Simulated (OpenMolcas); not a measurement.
Te: effect of correlating more closed shells

```json
{
 "Program": "OpenMolcas",
 "Basis": "ANO-RCC-VTZP [7s6p4d2f1g]",
 "Scalar Hamiltonian": "DKH2, point nucleus",
 "Active space": "4 electrons in 3 orbitals (5p)",
 "State averaging": "2S+1 = 3 even, 3 roots; 2S+1 = 1 even, 6 roots",
 "Spin-orbit coupling": "state interaction with AMFI integrals over the reference wave functions, term energies averaged over their components"
}
```

Methods on the same reference wave functions:
A. CASSCF
B. SS-CASPT2, IPEA 0.25 Eh, imaginary shift 0.1 Eh (closed shells correlated: 5s)
C. SS-CASPT2, IPEA 0.25 Eh, imaginary shift 0.1 Eh (closed shells correlated: 4d 5s)
D. SS-CASPT2, IPEA 0.25 Eh, imaginary shift 0.1 Eh (closed shells correlated: 4s 4p 4d 5s)

Energies in cm-1 above 5s2 5p4 3P2, the measured ground level; measured values from NIST Handbook of Basic Atomic Spectroscopic Data.

```tsv
Level	A	B	C	D	Measured
5s2 5p4 3P2	0.0	0.0	0.0	0.0	0.0
5s2 5p4 3P1	4184	4280	4290	4290	4751
5s2 5p4 3P0	4746	4600	4580	4570	4706
5s2 5p4 1D2	12345	10710	10630	10560	10558
5s2 5p4 1S0	27040	23730	23460	23270	23198
```

Deviations, from unrounded energies. A percentage is the sum of absolute deviations over the sum of measured energies, with the sign that they share, or ± where signs differ.

```json
{"Against measurement": "mean absolute deviation (cm-1)", "Levels": "4", "A": "1600", "B": "310", "C": "230", "D": "170"}
{"Against measurement": "fine structure of the ground term (%)", "Levels": "2", "A": "±6.4", "B": "-6.1", "C": "-6.2", "D": "-6.3"}
{"Against measurement": "other terms of the ground configuration (%)", "Levels": "2", "A": "+16.7", "B": "+2.0", "C": "+1.0", "D": "+0.2"}
```

D lies closest to measurement on these levels and A furthest from it. The largest miss of D in the table is 5s2 5p4 3P1, by -460 cm-1. The ranking rests on the paired levels alone, and a cruder setting can come out closer through cancelling errors.

Among B to D the level of the table that moves most is 5s2 5p4 1S0, by 460 cm-1 (lowest in D, highest in B). Moves below CASPT2's spread within the term are not significant.

The mean deviations of B to D differ by less than CASPT2's widest spread within a term (160 cm-1), so their order carries little weight.

From A to B the spin-free energies of the other terms of 5s2 5p4 shown, above 3P, scale by factors of 0.81 to 0.84.

The lowest spin-free term lies below A's lowest term by 0.089 hartree in B, 0.540 hartree in C, 0.702 hartree in D.

What an inner shell adds also hangs on whether the basis holds functions to correlate it.

CASPT2 does not keep the components of a term degenerate, so their means are used; among the terms shown or strongly mixed into the levels shown the widest spread is 160 cm-1 (5s2 5p4 1D, D). With the s shell closed, the reference lacks s² → p² mixing. Computed and measured levels are paired by configuration, term and J; levels that our copy of the source lacks, or whose pairing is in doubt (as where it misses far off the trend of its configuration), stay unpaired and out of the deviations. Only configurations of the active space appear.
